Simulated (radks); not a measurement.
The numbers below are computed, except where a source is named.
Spin polarisation of the 3d6 shell in the iron ion Fe2+. Start: [Ar] 3d(up 3, down 3); electrons of 3d are moved from spin down to spin up, other shells keep equal spins. Code: a radial shooting solver on a logarithmic mesh with Libxc functionals. Model: scalar-relativistic Kohn-Sham, LDA (Slater exchange, Perdew-Wang correlation), spin-polarised, spherical densities, point nucleus.

moment (Bohr magnetons)  E - E(0) (eV)  e(3d up) (eV)  e(3d down) (eV)  3p down minus up (eV)
0                                0.000        -26.035          -26.035                  0.000
1                               -0.232        -26.469          -25.541                  1.022
2                               -0.928        -26.843          -24.986                  2.045
3                               -2.090        -27.157          -24.367                  3.071
4                               -3.719        -27.409          -23.681                  4.100

At moment 4 the spin-polarisation energy is -3.719 eV and the 3d exchange splitting 3.728 eV, that is 0.932 eV per Bohr magneton; E = -I m^2/4 would give I = 0.930 eV.
